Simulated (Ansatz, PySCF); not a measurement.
Gas-phase reaction in SMILES: CN[SiH2] -> CN[SiH2-] (an electron is taken up)
Structures are relaxed separately at B3LYP-D3(BJ)/def2-TZVP in Ansatz (an electronic-structure program), one conformer each, not searched for the lowest.

Wanted: adiabatic electron affinity (0 K, with B3LYP-D3(BJ) harmonic zero-point energies from PySCF), positive where the reaction releases energy, in eV. Cores are frozen in the correlated levels unless marked. UHF or UKS for open shells. Spin-orbit coupling is left out. Non-relativistic. Anions need diffuse functions: aug- sets have them; def2-D sets add few; the other sets have none. Basis-set limits of correlation are two-point, X^-3; Hartree-Fock from the larger set.

CCSD(T)/CBS(aug-cc-pV(T+d)Z,aug-cc-pV(Q+d)Z) (Ansatz) gives 1.03 eV.

Q: Another calculation gave 0.89 eV. Which level was it?
(A) wB97M-V/def2-TZVPD (Ansatz)
(B) r2SCAN0/def2-TZVPD (Ansatz)
(C) revPBE/def2-TZVPD (Ansatz)

A: C, revPBE/def2-TZVPD (Ansatz). The others give 0.76 (r2SCAN0), 1.03 (wB97M-V) eV.
